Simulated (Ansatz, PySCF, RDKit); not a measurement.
Noncovalent pair: H2S (SMILES S) (first 3 atoms) with CH3Cl (SMILES CCl); geometry from B3LYP-D3(BJ)/def2-TZVP.
(charge 0, multiplicity 1):
```xyz
8

S     -0.316     0.118    -0.457
H     -0.230     1.435    -0.210
H      0.593    -0.179     0.488
C     -0.830    -0.698     3.302
Cl     0.961    -0.630     3.141
H     -1.261    -0.462     2.333
H     -1.101    -1.701     3.615
H     -1.128     0.032     4.049
```

Interaction energies are E(AB) − E(A) − E(B) at the monomers' geometry in the complex; basis-set methods are counterpoise corrected. Rows marked so take none. RDKit's UFF carries no charges.

Cores are frozen in the correlated methods. Rows in STO-3G carry no dispersion term and start afresh at each structure.

Programs: Ansatz (Gaussian basis) for Hartree–Fock, density functionals and correlated methods; PySCF for STO-3G rows, the dispersion terms; RDKit for the force fields. Values without a source in brackets are computed.

```json
[
 {"level": "UFF", "interaction energy (kcal/mol)": "-0.05"},
 {"level": "HF/STO-3G (no counterpoise)", "interaction energy (kcal/mol)": "-0.22"},
 {"level": "PBE-D4/def2-TZVPPD", "interaction energy (kcal/mol)": "-2.87"},
 {"level": "BLYP-D4/def2-TZVPPD", "interaction energy (kcal/mol)": "-2.41"},
 {"level": "r2SCAN/def2-TZVPPD", "interaction energy (kcal/mol)": "-2.03"},
 {"level": "r2SCAN-D4/def2-TZVPPD", "interaction energy (kcal/mol)": "-2.40"},
 {"level": "B2PLYP-D3(BJ)/def2-TZVPPD", "interaction energy (kcal/mol)": "-2.35"},
 {"level": "B2PLYP-D4/def2-TZVPPD", "interaction energy (kcal/mol)": "?"},
 {"level": "MP2/aug-cc-pV(D+d)Z", "interaction energy (kcal/mol)": "?"}
]
```

Q: Complete the blanks.

A: 
- B2PLYP-D4/def2-TZVPPD, interaction energy (kcal/mol): -2.23
- MP2/aug-cc-pV(D+d)Z, interaction energy (kcal/mol): -2.10

Ansatz is a program for electronic structure.
